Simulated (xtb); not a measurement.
TaF6, SMILES [F][Ta-]([F])([F])([F])([F])[F], charge -1, multiplicity 1. All values are semi-empirical tight-binding results from xtb (GFN2-xTB unless named), good for trends rather than for accurate numbers. Geometry optimised at GFN2-xTB. The multiplicity is an assumed one; no other spin state was optimised. The isomer is the one that the SMILES or the coordinates give; other isomers of the formula were not compared.

Optimised geometry:

```xyz
7

Ta     0.0000     0.0000     0.0000
F      0.0000     1.8588     0.0000
F      0.0000    -1.8588     0.0000
F      0.0000     0.0000    -1.8588
F      1.8588     0.0000     0.0000
F     -1.8588     0.0000     0.0000
F      0.0000     0.0000     1.8588
```
Charge -1, spin multiplicity 1.

For metal compounds this method's bond lengths and energies can be far off.

- point group as xtb finds it: Oh
- orbital gap: 6.60 eV
- zero-point energy: 5.9 kcal/mol
- G − E(el) at 298.15 K (modified RRHO): -14.5 kcal/mol

Computed atomic charges and the Wiberg bond orders between heavy atoms:
charges (e) Ta1 1.93, F2 -0.49, F3 -0.49, F4 -0.49, F5 -0.49, F6 -0.49, F7 -0.49. Bond orders Ta1–F2 0.78, Ta1–F3 0.78, Ta1–F4 0.78, Ta1–F5 0.78, Ta1–F6 0.78, Ta1–F7 0.78.
